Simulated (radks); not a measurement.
Numerical settings for the chromium ion Cr+, [Ar] 3d5. Calculated with a radial shooting solver on a logarithmic mesh with Libxc functionals: non-relativistic Kohn-Sham, SCAN, spin-unpolarised, spherical densities, point nucleus; meta-GGA in the generalised Kohn-Sham scheme. The defaults (mesh step 0.008 in ln r, mesh end at 40 bohr or more with all orbitals vanishing there, Anderson mixing 0.5 over 9 steps, residual threshold near 1e-9 with the energy settled to 1e-9 hartree or 1e-11 of itself, here a cap of 81 iterations) give E = -1044.052 hartree and 3d at -9.732 eV in 13 iterations. Run on one thread of a shared host, so times are rough (Intel(R) Xeon(R) Platinum 8488C): 0.07 s of CPU time, 0.07 s wall, 13 iterations on 2476 mesh points. Changes against that run (0 stands for a change within the tolerance of the run):

setting                    iterations         converged  E (mhartree)  e(3d) (meV)  CPU (s)
mesh step in ln r 0.03             13               yes         +3.22          -11     0.03
mesh step in ln r 0.05             13               yes         +24.1        -1.73     0.02
mesh step in ln r 0.012            13               yes        -0.563            0     0.05
mesh end (bohr) 2                  12  level above zero     +3.26e+03    +3.33e+04     0.06
mesh end (bohr) 400                13               yes         +0.19            0     0.08
residual threshold 1e-13           81                no             0            0     0.28
residual threshold 0.01            10               yes             0       -0.289     0.06
mixing 2.5                         21               yes             0            0     0.12
linear mixing, mixing 0.2          68               yes             0            0     0.27
linear mixing, mixing 1            81                no     +9.19e+03    -1.34e+05     0.74
mixing history 20                  13               yes             0     -0.00818     0.07
iteration cap 2                     2                no          +235    -1.47e+04     0.02

Settled on a wrong energy, with an occupied level pushed above zero by the early mesh end: mesh end (bohr) 2 (+3.26 hartree). Apart from these: settings that end as converged yet miss the energy by more than 1 mhartree: mesh step in ln r 0.03 (+0.00322 hartree); mesh step in ln r 0.05 (+0.0241 hartree). A mesh that ends early acts as a hard wall.
